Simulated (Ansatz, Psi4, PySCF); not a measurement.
Complex: HF (SMILES F) (first 2 atoms) with CH4S (SMILES CS); geometry from B3LYP-D3(BJ)/def2-TZVP, rigid monomers moved along the line of their centres of mass till H2···S4 is 1.95 Å.
(charge 0, multiplicity 1):
```json
[
 {"atom": "F", "x (Å)": "0.3113", "y (Å)": "0.5176", "z (Å)": "-0.5861"},
 {"atom": "H", "x (Å)": "0.4766", "y (Å)": "0.0595", "z (Å)": "0.2238"},
 {"atom": "C", "x (Å)": "0.2155", "y (Å)": "1.2124", "z (Å)": "2.5981"},
 {"atom": "S", "x (Å)": "0.6128", "y (Å)": "-0.4952", "z (Å)": "2.0903"},
 {"atom": "H", "x (Å)": "-0.1517", "y (Å)": "1.2333", "z (Å)": "3.6210"},
 {"atom": "H", "x (Å)": "1.1499", "y (Å)": "1.7670", "z (Å)": "2.5410"},
 {"atom": "H", "x (Å)": "-0.5041", "y (Å)": "1.6592", "z (Å)": "1.9171"},
 {"atom": "H", "x (Å)": "-0.6342", "y (Å)": "-0.9905", "z (Å)": "2.1574"}
]
```

Counterpoise-corrected where a basis set is named; no monomer relaxation.

Frozen-core correlation.

The values were computed with Ansatz (a first-principles code); Psi4 for SAPT; PySCF for the dispersion terms. Each number belongs to the level named beside it.

### Question
Give the interaction energy at the level PBE0-D4/def2-TZVPPD.

### Answer
-320 meV

### Question
Give the interaction energy at the level B3LYP-D3(BJ)/def2-TZVPPD.

### Answer
-299 meV

### Question
What interaction energy does SAPT0/jun-cc-pV(D+d)Z give?

### Answer
-215 meV
